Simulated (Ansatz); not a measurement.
Computed with Ansatz on PBE0-D4/def2-TZVP structures; ΔE is electronic, products minus reactants. CCSD(T)/CBS adds triple-zeta CCSD(T) − MP2 to the extrapolated MP2 energy (def2 sets, frozen cores). DFT in def2-TZVPP. B3LYP here is the variant with VWN-RPA as its local correlation; programs differ in this. For Se outer-core shells are correlated without core-valence functions, which leaves a few kJ/mol of doubt a bond. Scalar relativity is left out up to krypton. Each species was taken in one conformer, which may not be the lowest.

Consider the ligand exchange at a B–O bond: `SCOBCl` + `[SiH3][SeH]` → `[SiH3][Se]BCl` + `OCS`.

| level | ΔE (kcal/mol) |
| --- | --- |
| PBE0-D4 | 16.8 |
| B3LYP-D4 | 19.2 |
| MP2/def2-TZVPP | 16.8 |
| MP2/CBS(def2) | 15.7 |

Task: What does CCSD(T)/CBS give? (An estimate is asked.)

Result: The calculation gave: +17.0 kcal/mol. The listed levels differ from it by -0.2, 2.2, -0.2, -1.3 kcal/mol.

Largest T1 diagnostic among the species: 0.013.

In def2-TZVPP, CCSD(T) changes the Hartree–Fock value by −4.0 kcal/mol (the triples alone add −0.6 kcal/mol) and MP2 by −5.3 kcal/mol.
